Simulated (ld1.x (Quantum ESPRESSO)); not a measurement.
# Building the PAW potential for W (Wu–Cohen, scalar-relativistic).

Input for ld1.x (Quantum ESPRESSO) 7.5:

```
&input
   title='W', zed=74., rel=1, dft='WC', iswitch=3,
   config='[Xe] 4f14 5d4 6s1 6p1',
   nld=3, rlderiv=2.95, eminld=-5.0, emaxld=5.0, deld=0.02
 /
 &inputp
   pseudotype=3, lpaw=.true., tm=.true., lloc=-2, rcloc=1.90,
   nlcc=.true.,
   which_augfun='GAUSS', rmatch_augfun=1.35,
   file_pseudopw='W.UPF', file_wfcaegen='ae.wfc', file_wfcncgen='nc.wfc', file_beta='beta', file_chi='chi', file_wfcusgen='us.wfc'
 /
6
6S  1  0   1.00   0.00  2.40  2.70  0.0
6S  1  0   0.00   1.30  2.40  2.70  0.0
5P  2  1   6.00   0.00  1.85  2.50  0.0
6P  3  1   1.00   0.00  1.85  2.50  0.0
5D  3  2   4.00   0.00  2.00  2.30  0.0
5D  3  2   0.00   0.60  2.00  2.30  0.0
 &test
   configts(1)='5p6 5d4 6s1 6p1'
 /
```

Command:

```bash
ld1.x < W.in > W.out
```

The program printed (shortened: banner, matrices, multipoles, cross overlaps and the repeated all-electron block are left out):

```
Program LD1 v.7.5
     --------------------------- All-electron run ----------------------------

     W
     scalar relativistic calculation

     atomic number is 74.00
     dft =WC   lsd =0 sic =0 latt =0  beta=0.20 tr2=1.0E-14
     Exchange-correlation= WC
                           (   1   4  11   4   0   0   0)
     mesh =1273 r(mesh) =  99.08072 a.u. xmin = -7.00 dx = 0.01250
     1 Ry =  13.60569312 eV, c = 137.03599908

     n l     nl                  e(Ry)          e(Ha)          e(eV)
     1 0     1S 1( 2.00)     -5107.6971     -2553.8486    -69493.7594
     2 0     2S 1( 2.00)      -881.6550      -440.8275    -11995.5273
     2 1     2P 1( 6.00)      -771.0894      -385.5447    -10491.2060
     3 0     3S 1( 2.00)      -203.1285      -101.5643     -2763.7041
     3 1     3P 1( 6.00)      -170.3901       -85.1950     -2318.2753
     4 0     4S 1( 2.00)       -41.9843       -20.9921      -571.2249
     4 1     4P 1( 6.00)       -31.2455       -15.6227      -425.1160
     3 2     3D 1(10.00)      -132.7256       -66.3628     -1805.8237
     5 0     5S 1( 2.00)        -5.9310        -2.9655       -80.6949
     5 1     5P 1( 6.00)        -3.2935        -1.6468       -44.8107
     4 2     4D 1(10.00)       -17.6359        -8.8179      -239.9480
     4 3     4F 1(14.00)        -2.5589        -1.2794       -34.8156
     5 2     5D 1( 4.00)        -0.4352        -0.2176        -5.9206
     6 0     6S 1( 1.00)        -0.5004        -0.2502        -6.8085
     6 1     6P 1( 1.00)        -0.1539        -0.0769        -2.0938

     final scf error:  3.3E-15 reached in  31 iterations

     Etot =  -32282.412004 Ry,  -16141.206002 Ha, -439224.590992 eV

     Ekin =   35576.518542 Ry,   17788.259271 Ha,  484043.193671 eV
     Encl =  -79820.351396 Ry,  -39910.175698 Ha,-1086011.206063 eV
     Eh   =   12604.378888 Ry,    6302.189444 Ha,  171491.311153 eV
     Exc  =    -642.958038 Ry,    -321.479019 Ha,   -8747.889752 eV

     normalization and overlap integrals

     s(1S/1S) =  1.000000  <r> =   0.0183  <r2> =    0.0005  r(max) =   0.0115
     s(2S/2S) =  1.000000  <r> =   0.0776  <r2> =    0.0071  r(max) =   0.0653
     s(2P/2P) =  1.000000  <r> =   0.0694  <r2> =    0.0059  r(max) =   0.0541
     s(3S/3S) =  1.000000  <r> =   0.2011  <r2> =    0.0462  r(max) =   0.1842
     s(3P/3P) =  1.000000  <r> =   0.2013  <r2> =    0.0470  r(max) =   0.1842
     s(4S/4S) =  1.000000  <r> =   0.4495  <r2> =    0.2282  r(max) =   0.4204
     s(4P/4P) =  1.000000  <r> =   0.4780  <r2> =    0.2599  r(max) =   0.4419
     s(3D/3D) =  1.000000  <r> =   0.1824  <r2> =    0.0390  r(max) =   0.1490
     s(5S/5S) =  1.000000  <r> =   1.0667  <r2> =    1.2790  r(max) =   0.9593
     s(5P/5P) =  1.000000  <r> =   1.2487  <r2> =    1.7693  r(max) =   1.0870
     s(4D/4D) =  1.000000  <r> =   0.5114  <r2> =    0.3031  r(max) =   0.4531
     s(4F/4F) =  1.000000  <r> =   0.6078  <r2> =    0.4644  r(max) =   0.4310
     s(5D/5D) =  1.000000  <r> =   2.0212  <r2> =    4.9561  r(max) =   1.4858
     s(6S/6S) =  1.000000  <r> =   3.0923  <r2> =   10.8831  r(max) =   2.6076
     s(6P/6P) =  1.000000  <r> =   4.4907  <r2> =   23.5271  r(max) =   3.6090

     ------------------------ End of All-electron run ------------------------

     --------------------- Generating PAW atomic setup --------------------

      Generating local potential from pseudized AE potential:
      Matching radius rcloc =   1.9000
      Enforcing V''(0)=0 (lloc=-2)

      Local pseudo, rcloc= 1.908 Estimated cut-off energy=     8.83 Ry

      Computing core charge for nlcc:

       r > 0.92 : true rho core
       r < 0.92 : rho core = a sin(br)/r    a=  26.50  b=   2.81

      Integrated core pseudo-charge :  12.82
      Wfc-us  6S rcutus= 2.707  Estimated cut-off energy=     6.14 Ry
      Wfc-us  6S rcutus= 2.707  Estimated cut-off energy=     9.76 Ry
      Wfc-us  5P rcutus= 2.512  Estimated cut-off energy=    14.15 Ry
      Wfc-us  6P rcutus= 2.512  Estimated cut-off energy=    10.83 Ry
      Wfc-us  5D rcutus= 2.273  Estimated cut-off energy=    22.37 Ry
      Wfc-us  5D rcutus= 2.273  Estimated cut-off energy=    30.65 Ry

     Required augmentation: GAUSS   radius:    1.350000
     Message from routine us2paw:
     GAUSS augmentation functions are ususally harder than BESSEL; use BESSEL instead unless you have discontinuity in local potential

     Estimated PAW energy = -717.003059 Ryd

     ------------------- End of pseudopotential generation -------------------

     Computing logarithmic derivative in   2.93646
     Computing logarithmic derivative in   2.93646
     Computing the partial wave expansion
     R is outside the sphere for l=    0 j= 0.00
     R is outside the sphere for l=    0 j= 0.00
     R is outside the sphere for l=    1 j= 0.00
     R is outside the sphere for l=    1 j= 0.00
     R is outside the sphere for l=    2 j= 0.00
     R is outside the sphere for l=    2 j= 0.00

     ---------------------- Testing the pseudopotential ----------------------

     W
     scalar relativistic calculation

     atomic number is 74.00   valence charge is 12.00
     dft = SLA  PW   WCX  PBC   lsd =0 sic =0 latt =0  beta=0.20 tr2=1.0E-14
     mesh =1273 r(mesh) =  99.08072 xmin = -7.00 dx = 0.01250

     n l     nl             e AE (Ry)        e PS (Ry)    De AE-PS (Ry)
     2 1     5P   1( 6.00)       -3.29352       -3.29352       -0.00001
     3 2     5D   1( 4.00)       -0.43516       -0.43515       -0.00000
     1 0     6S   1( 1.00)       -0.50041       -0.50041       -0.00000
     3 1     6P   1( 1.00)       -0.15389       -0.15389       -0.00000

     eps = 1.9E-17  iter =  6

     Etot =  -32282.412004 Ry,  -16141.206002 Ha, -439224.590992 eV
     Etotps =  -717.003062 Ry,    -358.501531 Ha,   -9755.323623 eV

     Ekin =     188.458490 Ry,      94.229245 Ha,    2564.108382 eV
     Encl =    -335.014212 Ry,    -167.507106 Ha,   -4558.100558 eV
     Ehrt =      72.510729 Ry,      36.255364 Ha,     986.558722 eV
     Ecxc =    -642.958068 Ry,    -321.479034 Ha,   -8747.890169 eV
     (Ecc =     -25.994776 Ry,     -12.997388 Ha,    -353.676940 eV)

     ---------------------- End of pseudopotential test ----------------------
```

Generation and configuration tests took about 3.2 s on one core of a shared server CPU.

Transferability test of the new file with ld1.x, input:

```
&input
   title='W', zed=74., rel=1, dft='WC', iswitch=2,
   config='[Xe] 4f14 5d4 6s1 6p1'
 /
 &test
   file_pseudo='W.UPF', nconf=8,
   configts(1)='5p6 5d4 6s1 6p1',
   configts(2)='5p6 5d4 6s2 6p0',
   configts(3)='5p6 5d4 6s1 6p0',
   configts(4)='5p6 5d4 6s0 6p0',
   configts(5)='5p6 5d4 6s0 6p1',
   configts(6)='5p6 5d5 6s0 6p0',
   configts(7)='5p5 5d4 6s2 6p0',
   configts(8)='5p6 5d3 6s0 6p0'
 /
```

```bash
ld1.x < W.test.in > W.test.out
```

Pseudopotential blocks of its output, shortened (energy terms left out; the distinct warnings before each block abridged to one line each):

```
     ---------------------- Testing the pseudopotential ----------------------

     n l     nl             e AE (Ry)        e PS (Ry)    De AE-PS (Ry)
     2 1     5P   1( 6.00)       -3.29352       -3.29352       -0.00001
     3 2     5D   1( 4.00)       -0.43516       -0.43515       -0.00000
     1 0     6S   1( 1.00)       -0.50041       -0.50041       -0.00000
     3 1     6P   1( 1.00)       -0.15389       -0.15389       -0.00000

     eps = 1.8E-17  iter =  6

     Etot =  -32282.412004 Ry,  -16141.206002 Ha, -439224.590992 eV
     Etotps =  -717.003062 Ry,    -358.501531 Ha,   -9755.323623 eV

     ---------------------- End of pseudopotential test ----------------------

          ---------------------- Testing the pseudopotential ----------------------

     n l     nl             e AE (Ry)        e PS (Ry)    De AE-PS (Ry)
     2 1     5P   1( 6.00)       -3.17546       -3.17083       -0.00463
     3 2     5D   1( 4.00)       -0.33146       -0.33051       -0.00095
     1 0     6S   1( 2.00)       -0.42327       -0.42424        0.00096
     3 1     6P   1( 0.00)       -0.09679       -0.09661       -0.00018

     eps = 2.4E-15  iter = 21

     Etot =  -32282.748859 Ry,  -16141.374430 Ha, -439229.174147 eV
     Etotps =  -717.340542 Ry,    -358.670271 Ha,   -9759.915283 eV
     dEtot_ae =      -0.336856 Ry
     dEtot_ps =      -0.337481 Ry,   Delta E=       0.000625 Ry

     ---------------------- End of pseudopotential test ----------------------

          ---------------------- Testing the pseudopotential ----------------------

     n l     nl             e AE (Ry)        e PS (Ry)    De AE-PS (Ry)
     2 1     5P   1( 6.00)       -3.72963       -3.72909       -0.00053
     3 2     5D   1( 4.00)       -0.86602       -0.86589       -0.00012
     1 0     6S   1( 1.00)       -0.89963       -0.89967        0.00004
     3 1     6P   1( 0.00)       -0.49695       -0.49694       -0.00001

     eps = 1.6E-15  iter =  9

     Etot =  -32282.091670 Ry,  -16141.045835 Ha, -439220.232632 eV
     Etotps =  -716.682568 Ry,    -358.341284 Ha,   -9750.963081 eV
     dEtot_ae =       0.320334 Ry
     dEtot_ps =       0.320494 Ry,   Delta E=      -0.000160 Ry

     ---------------------- End of pseudopotential test ----------------------

          ---------------------- Testing the pseudopotential ----------------------

     n l     nl             e AE (Ry)        e PS (Ry)    De AE-PS (Ry)
     2 1     5P   1( 6.00)       -4.35979       -4.36302        0.00324
     3 2     5D   1( 4.00)       -1.46312       -1.46362        0.00050
     1 0     6S   1( 0.00)       -1.41338       -1.41216       -0.00122
     3 1     6P   1( 0.00)       -0.94399       -0.94346       -0.00053

     eps = 8.4E-15  iter =  9

     Etot =  -32280.938115 Ry,  -16140.469058 Ha, -439204.537719 eV
     Etotps =  -715.529241 Ry,    -357.764620 Ha,   -9735.271273 eV
     dEtot_ae =       1.473888 Ry
     dEtot_ps =       1.473821 Ry,   Delta E=       0.000068 Ry

     ---------------------- End of pseudopotential test ----------------------

          ---------------------- Testing the pseudopotential ----------------------

     n l     nl             e AE (Ry)        e PS (Ry)    De AE-PS (Ry)
     2 1     5P   1( 6.00)       -3.83929       -3.84286        0.00357
     3 2     5D   1( 4.00)       -0.95941       -0.96025        0.00084
     1 0     6S   1( 0.00)       -0.96728       -0.96654       -0.00075
     3 1     6P   1( 1.00)       -0.55445       -0.55444       -0.00001

     eps = 9.8E-15  iter = 12

     Etot =  -32281.683503 Ry,  -16140.841752 Ha, -439214.679236 eV
     Etotps =  -716.274747 Ry,    -358.137374 Ha,   -9745.414405 eV
     dEtot_ae =       0.728501 Ry
     dEtot_ps =       0.728314 Ry,   Delta E=       0.000187 Ry

     ---------------------- End of pseudopotential test ----------------------

          ---------------------- Testing the pseudopotential ----------------------

     n l     nl             e AE (Ry)        e PS (Ry)    De AE-PS (Ry)
     2 1     5P   1( 6.00)       -3.56130       -3.56176        0.00046
     3 2     5D   1( 5.00)       -0.74738       -0.74698       -0.00040
     1 0     6S   1( 0.00)       -0.83034       -0.82916       -0.00118
     3 1     6P   1( 0.00)       -0.45299       -0.45301        0.00002

     eps = 6.9E-15  iter = 11

     Etot =  -32282.032940 Ry,  -16141.016470 Ha, -439219.433569 eV
     Etotps =  -716.624002 Ry,    -358.312001 Ha,   -9750.166258 eV
     dEtot_ae =       0.379064 Ry
     dEtot_ps =       0.379059 Ry,   Delta E=       0.000004 Ry

     ---------------------- End of pseudopotential test ----------------------

          Warning: n=2, l=1 expected 0 nodes, found 1
     ---------------------- Testing the pseudopotential ----------------------

     n l     nl             e AE (Ry)        e PS (Ry)    De AE-PS (Ry)
     2 1     5P   1( 5.00)       -4.05775       -4.01744       -0.04030  !
     3 2     5D   1( 4.00)       -1.07588       -1.06147       -0.01441  !
     1 0     6S   1( 2.00)       -0.99570       -1.01227        0.01657  !
     3 1     6P   1( 0.00)       -0.55184       -0.54635       -0.00549  !

     eps = 7.3E-15  iter = 18

     Etot =  -32279.149873 Ry,  -16139.574937 Ha, -439180.207447 eV
     Etotps =  -713.752940 Ry,    -356.876470 Ha,   -9711.103463 eV
     dEtot_ae =       3.262130 Ry
     dEtot_ps =       3.250122 Ry,   Delta E=       0.012009 Ry

     ---------------------- End of pseudopotential test ----------------------

          ---------------------- Testing the pseudopotential ----------------------

     n l     nl             e AE (Ry)        e PS (Ry)    De AE-PS (Ry)
     2 1     5P   1( 6.00)       -5.28184       -5.29254        0.01070  !
     3 2     5D   1( 3.00)       -2.28813       -2.29256        0.00443
     1 0     6S   1( 0.00)       -2.07315       -2.07405        0.00090
     3 1     6P   1( 0.00)       -1.51584       -1.51357       -0.00227

     eps = 4.2E-16  iter = 10

     Etot =  -32279.070745 Ry,  -16139.535373 Ha, -439179.130856 eV
     Etotps =  -713.659464 Ry,    -356.829732 Ha,   -9709.831660 eV
     dEtot_ae =       3.341258 Ry
     dEtot_ps =       3.343598 Ry,   Delta E=      -0.002339 Ry

     ---------------------- End of pseudopotential test ----------------------
```
